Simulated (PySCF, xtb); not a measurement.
F3OSi, SMILES [O][Si](F)(F)F (connectivity only; charge and spin as stated), charge -1, multiplicity 1.

Harmonic wavenumbers (cm⁻¹) from GFN2-xTB (xtb) at its own minimum, in rising order: 213, 213, 315, 327, 327, 702, 747, 748, 1355.

Problem. What does PBE-D3(BJ)/def2-SVPD (PySCF) give at its own minimum? (An estimate is asked for; the answer gives what the named calculation found.)

Solution. 242, 242, 361, 361, 362, 681, 774, 774, 1138. Paired by order, the mean absolute difference is 52 cm⁻¹ and the zero-point energies are 7.1 and 7.1 kcal/mol.
